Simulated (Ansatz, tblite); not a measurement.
Spin states of YSi6 (the lowest doublet isomer of a short search), each relaxed with PBE-D4/def2-SVP in Ansatz. Electronic energies in the gas phase.

In the def2 sets Y takes a core potential; there is no spin–orbit coupling. The xTB rows come from tblite. Correlated methods freeze 30 core orbitals; core or outer-core shells of Y are correlated, in sets that lack core-valence functions. The rows differ in basis, and correlated rows in double-zeta sets carry the largest basis error. In CCSD on the charge 0 quartet the largest single amplitude is 0.69, so its Hartree–Fock determinant may place the open shell otherwise than the density functionals do. Another isomer (doublet) lies 0.07 eV lower at r2SCAN-D4/def2-TZVP.

Doublet geometry (Cs within 0.1 Å):

```csv
atom,x (Å),y (Å),z (Å)
Y1,-0.225,1.965,1.050
Si2,0.641,-1.244,-0.170
Si3,-0.022,0.820,-1.436
Si4,2.035,0.637,0.203
Si5,-0.997,-1.386,-1.887
Si6,-1.628,-0.229,0.183
Si7,0.196,-0.564,2.057
```

Quartet geometry (Cs within 0.1 Å):

```tsv
atom	x (Å)	y (Å)	z (Å)
Y1	2.099	-0.408	0.996
Si2	-1.517	0.446	0.038
Si3	0.034	-1.460	-0.662
Si4	-0.466	-0.946	1.780
Si5	-1.135	-0.129	-2.291
Si6	0.711	0.887	-1.131
Si7	0.273	1.611	1.270
```

Run but left out: HF/STO-3G, HF/def2-SVP, HF/def2-TZVP (quartet: a determinant that CCSD turns far, T1 0.096); MP2/def2-SVP, MP2/def2-TZVP (doublet: ⟨S²⟩ 0.95 to 0.99, where a pure state has 0.75).

Only these spin states were relaxed. Higher spins weren't run and may lie lower. The quartet has other bonds than the doublet, so the gap mixes isomer and spin.

| level | quartet − doublet (kJ/mol) | lowest of these | remarks |
| --- | --- | --- | --- |
| GFN1-xTB | 22.7 | doublet | – |
| GFN2-xTB | 37.0 | doublet | – |
| PBE-D4/def2-TZVP | 59.1 | doublet | – |
| BLYP-D4/def2-TZVP | 65.4 | doublet | – |
| r2SCAN-D4/def2-TZVP | 53.8 | doublet | – |
| PBE0-D4/def2-TZVP | 62.3 | doublet | – |
| BHLYP-D4/def2-TZVP | 73.0 | doublet | – |
| CCSD/def2-SVP | 81.6 | doublet | large T1 (0.096) (quartet), spin-contaminated (⟨S²⟩ 0.95) (doublet), spin-contaminated (⟨S²⟩ 4.01) (quartet) |
| CCSD(T)/def2-SVP | 85.0 | doublet | large T1 (0.096) (quartet), spin-contaminated (⟨S²⟩ 0.95) (doublet), spin-contaminated (⟨S²⟩ 4.01) (quartet) |

| state | donor atoms | mean metal–ligand distance (Å) | range (Å) | Mulliken spin on the metal (PBE0) |
| --- | --- | --- | --- | --- |
| doublet | 5 | 2.907 | 2.74–3.54 | 0.38 |
| quartet | 4 | 2.793 | 2.74–2.85 | 0.82 |

⟨S²⟩ at PBE0-D4/def2-TZVP: doublet 0.79 (pure 0.75), quartet 3.78 (pure 3.75).

Change of the quartet − doublet gap on mixing in exact exchange, in kJ/mol: PBE to PBE0 (25 % exact exchange) 3.2; BLYP to BHLYP (50 % exact exchange) 7.6.

The xTB methods have no spin-polarisation term.
